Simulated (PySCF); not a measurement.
# Cost of excited-state runs on `C=[P@TB20](C#C)(C)CCC`, C$_{7}$H$_{13}$P, triplet

Geometry:
```csv
atom,x (Å),y (Å),z (Å)
C1,-0.980,0.843,-3.146
C2,-1.172,0.293,-2.080
P3,-0.688,-0.078,-0.348
C4,-0.700,-1.830,-0.591
C5,-2.352,0.289,0.372
C6,0.295,-0.090,1.383
C7,1.787,-0.228,1.167
C8,2.341,0.945,0.371
H9,-1.010,1.234,-4.123
H10,-1.261,-2.220,-1.424
H11,0.100,-2.442,-0.208
H12,-2.501,1.367,0.381
H13,-3.109,-0.169,-0.261
H14,-2.418,-0.101,1.384
H15,0.064,0.854,1.879
H16,-0.110,-0.920,1.965
H17,1.999,-1.157,0.632
H18,2.291,-0.286,2.138
H19,1.830,1.004,-0.591
H20,3.407,0.827,0.194
H21,2.177,1.880,0.903
```

PySCF with density fitting, on 1 thread of an Arm Neoverse V1, shared host. Command: `OMP_NUM_THREADS=1 python excited_run.py task.json out`

Q: How long does each of these runs take, and how much memory?
- open-shell absorption, B97-2/def2-SVP; 10 states; full response; grid level 1
- open-shell absorption, PBE0/def2-SVP; 10 states; full response; writes grids

A: 
```csv
run,level,basis functions,wall time,peak memory (GiB)
open-shell absorption,B97-2/def2-SVP,181,90 s,0.74
open-shell absorption,PBE0/def2-SVP,181,110 s,0.73
```
Times from a shared host are rough.
